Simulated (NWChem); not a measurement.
System meant: WOF4; SMILES [O]=[W]([F])([F])([F])[F]

Input file for NWChem:

```
start job
memory heap 200 mb stack 900 mb global 1100 mb
geometry units angstroms noautoz
  W      0.001013    -0.031970     0.000667
  O      0.014192    -1.730463     0.000804
  F     -0.022960     1.887934    -0.006063
  F      0.508454     0.107190     1.755376
  F      1.269887     0.109874    -1.313245
  F     -1.774668     0.081364    -0.437327
end
basis spherical
  W library def2-svp
  O library def2-svp
  F library def2-svp
end
dft
  xc pbe0
  iterations 150
  mulliken
end
task dft energy
```

End of the output:

```
          Convergence Information
          -----------------------
          Convergence aids based upon iterative change in
          total energy or number of iterations.
          Levelshifting, if invoked, occurs when the
          HOMO/LUMO gap drops below (HL_TOL):  1.00D-02
          DIIS, if invoked, will attempt to extrapolate
          using up to (NFOCK): 10 stored Fock matrices.

                    Damping( 0%)  Levelshifting(0.5)       DIIS
                  --------------- ------------------- ---------------
          dE  on:    start            ASAP                start
          dE off:    2 iters        150 iters           150 iters

      Screening Tolerance Information
      -------------------------------
          Density screening/tol_rho:  1.00D-10
          AO Gaussian exp screening on grid/accAOfunc:  14
          CD Gaussian exp screening on grid/accCDfunc:  20
          XC Gaussian exp screening on grid/accXCfunc:  20
          Schwarz screening/accCoul:  1.00D-08

      Superposition of Atomic Density Guess
      -------------------------------------

      charge =      74.0 W (Tungsten)

      symmetry species            s     p     d     f
      number of basis functions = 7     6     5     1
      number of cont. functions = 6     3     2     1
      number of closed shells   = 6     4     2     1
      number of open shells     = 0     0     1     0
      open shell occupation     = 0     0     4     0
 ------------------------------------------------------------------------
 atomscf:atomd: error in atom scf                   0
 ------------------------------------------------------------------------
 ------------------------------------------------------------------------
  current input line :
    21: task dft energy
 ------------------------------------------------------------------------
 ------------------------------------------------------------------------
 This error has not yet been assigned to a category
 ------------------------------------------------------------------------
 For more information see the NWChem manual at https://nwchemgit.github.io

0:atomscf:atomd: error in atom scf:Received an Error in Communication
```

### Question
Can this run be used? If not, why, and what is the fix?

### Answer
The program stopped with an error. Cause: the def2 basis of a heavy element holds valence functions alone and wants its effective core potential (without it all electrons must fit into that basis). This input runs:
```
start job
memory heap 200 mb stack 900 mb global 1100 mb
geometry units angstroms noautoz
  W      0.001013    -0.031970     0.000667
  O      0.014192    -1.730463     0.000804
  F     -0.022960     1.887934    -0.006063
  F      0.508454     0.107190     1.755376
  F      1.269887     0.109874    -1.313245
  F     -1.774668     0.081364    -0.437327
end
basis spherical
  W library def2-svp
  O library def2-svp
  F library def2-svp
end
ecp
  W library def2-ecp
end
dft
  xc pbe0
  iterations 150
  mulliken
end
task dft energy
```
It converges to -541.06426 Ha (PBE0/def2-SVP with def2 effective core potentials on W).
